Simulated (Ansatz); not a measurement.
Cost and result for the atomization energy of `BCS[SiH2]C` (14 atoms, 13 bonds).

Z-matrix (Å, degrees):
```
C
S 1 1.818
B 1 1.552 2 114.9
H 1 1.098 2 110.7 3 -124.0
H 1 1.100 2 110.8 3 120.1
Si 2 2.131 1 100.1 3 177.3
H 3 1.195 1 122.6 2 5.0
H 3 1.198 1 117.7 2 -176.2
C 6 1.868 2 113.1 1 65.3
H 6 1.491 2 109.1 1 -56.3
H 6 1.486 2 105.1 1 -173.6
H 9 1.092 6 110.7 2 59.0
H 9 1.094 6 110.2 2 179.0
H 9 1.092 6 111.3 2 -61.5
```

Charge 0, multiplicity 1. Geometry: relaxed with PBE0-D4/def2-TZVP. It is one conformer, not always the lowest. Program: Ansatz. All runs use 4 threads of an Intel Xeon Platinum 8375C on a shared host. Times are those of one run each, without the atoms' runs, and a repeat can differ threefold. Electronic energies, without spin–orbit coupling; frozen cores. CCSD(T)/CBS adds CCSD(T) − MP2 in def2-TZVPP to the MP2 limit, and its time is that of the two runs behind it. T1 = 0.011. B3LYP takes the VWN-RPA correlation (the form of Gaussian; ORCA's B3LYP/G). HSE06 is the plane-wave form, built on full-range PBE exchange.

CCSD(T)/CBS is a level of theory with its own doubt, some kJ/mol a heavy atom from the limit and from the frozen cores, so smaller differences don't rank the functionals.

```json
{"level": "revPBE-D4/def2-TZVPP", "functions": "303", "wall time": "2.4 s", "atomization (kcal/mol)": "1163.7", "difference from CCSD(T)/CBS": "-8.8", "per bond": "-0.7"}
{"level": "BLYP-D4/def2-TZVPP", "functions": "303", "wall time": "2.7 s", "atomization (kcal/mol)": "1165.1", "difference from CCSD(T)/CBS": "-7.4", "per bond": "-0.6"}
{"level": "PBE-D4/def2-TZVPP (with forces)", "functions": "303", "wall time": "3.1 s", "atomization (kcal/mol)": "1184.7", "difference from CCSD(T)/CBS": "12.2", "per bond": "0.9"}
{"level": "BHLYP-D4/def2-TZVPP", "functions": "303", "wall time": "3.3 s", "atomization (kcal/mol)": "1157.0", "difference from CCSD(T)/CBS": "-15.5", "per bond": "-1.2"}
{"level": "HSE06-D4/def2-TZVPP", "functions": "303", "wall time": "3.7 s", "atomization (kcal/mol)": "1177.4", "difference from CCSD(T)/CBS": "4.9", "per bond": "0.4"}
{"level": "CAM-B3LYP-D4/def2-TZVPP", "functions": "303", "wall time": "4.1 s", "atomization (kcal/mol)": "1178.5", "difference from CCSD(T)/CBS": "6.0", "per bond": "0.5"}
{"level": "r2SCAN-D4/def2-TZVPP (with forces)", "functions": "303", "wall time": "4.8 s", "atomization (kcal/mol)": "1179.3", "difference from CCSD(T)/CBS": "6.8", "per bond": "0.5"}
{"level": "CCSD(T)/def2-SVP", "functions": "123", "wall time": "6 s", "atomization (kcal/mol)": "1109.9", "difference from CCSD(T)/CBS": "-62.6", "per bond": "-4.8"}
{"level": "B3LYP-D4/def2-TZVPP (with forces)", "functions": "303", "wall time": "8.5 s", "atomization (kcal/mol)": "1175.6", "difference from CCSD(T)/CBS": "3.1", "per bond": "0.2"}
{"level": "B97M-V/def2-TZVPP", "functions": "303", "wall time": "9 s", "atomization (kcal/mol)": "1181.8", "difference from CCSD(T)/CBS": "9.3", "per bond": "0.7"}
{"level": "MP2/def2-QZVPP", "functions": "581", "wall time": "29 s", "atomization (kcal/mol)": "1169.0", "difference from CCSD(T)/CBS": "-3.5", "per bond": "-0.3"}
{"level": "CCSD(T)/def2-TZVPP", "functions": "303", "wall time": "7.2 min", "atomization (kcal/mol)": "1145.0", "difference from CCSD(T)/CBS": "-27.5", "per bond": "-2.1"}
{"level": "CCSD(T)/CBS(def2)", "functions": "–", "wall time": "7.7 min", "atomization (kcal/mol)": "1172.5", "difference from CCSD(T)/CBS": "0.0", "per bond": "0.0"}
```

From r2SCAN to r2SCAN0 (25 % exact exchange), in def2-TZVPP and without D4, the atomization energy moves by −9.1 kcal/mol: exact exchange takes away binding that semilocal exchange gives to molecules. The D4 term adds +11.9 kcal/mol with B3LYP and +6.3 kcal/mol with PBE0; it sums over pairs of atoms, weighted by their polarisabilities, and B3LYP, whose exchange is more repulsive, gets the larger term. Leaving LDA and LC-ωPBE aside and taking each functional with its dispersion term where it has one, the values spread over 27.7 kcal/mol, from BHLYP-D4 to PBE-D4. LDA lies +139.1 kcal/mol from PBE without D4, its usual overbinding.
